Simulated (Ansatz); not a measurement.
Start from `C[O][Ge]([F])([Cl])[SeH]` and change one atom or group to get `[F][Ge]([F])([Cl])[SeH]`.

Ansatz, PBE0-D4/def2-TZVP geometries, multiplicity 1. Each molecule was computed in one conformer, which needn't be the lowest.

Scalar relativity is left out up to krypton.

```
                                          property  `C[O][Ge]([F])([Cl])[SeH]`
                HOMO energy (PBE0/def2-TZVPP) / eV                       -7.85
             LUMO energy (ωB97M-V/def2-TZVPP) / eV                        0.69
             HOMO energy (ωB97M-V/def2-TZVPP) / eV                      -10.05
               HOMO–LUMO gap (PBE/def2-TZVPP) / eV                        4.35
           HOMO–LUMO gap (ωB97M-V/def2-TZVPP) / eV                       10.74
size of the dipole moment (ωB97M-V/def2-TZVPP) / D                        1.50
```

Q: Give the same properties after the change, and the shifts. (An estimate is asked.)

A: The calculation gave: 
| property | `[F][Ge]([F])([Cl])[SeH]` | shift |
| --- | --- | --- |
| HOMO energy (PBE0/def2-TZVPP) / eV | -8.19 | -0.34 |
| LUMO energy (ωB97M-V/def2-TZVPP) / eV | 0.18 | -0.51 |
| HOMO energy (ωB97M-V/def2-TZVPP) / eV | -10.37 | -0.32 |
| HOMO–LUMO gap (PBE/def2-TZVPP) / eV | 4.17 | -0.18 |
| HOMO–LUMO gap (ωB97M-V/def2-TZVPP) / eV | 10.55 | -0.19 |
| size of the dipole moment (ωB97M-V/def2-TZVPP) / D | 2.57 | 1.07 |

With PBE0 the HOMO falls by 0.34 eV and the LUMO falls by 0.54 eV, so the gap narrows by about 0.20 eV. PBE moves the HOMO by -0.32 eV and ωB97M-V by -0.32 eV. Dipoles are sizes alone; their direction can turn.

Spin–orbit coupling is left out; it splits and shifts lone-pair levels of the heavy atoms by tenths of an eV.
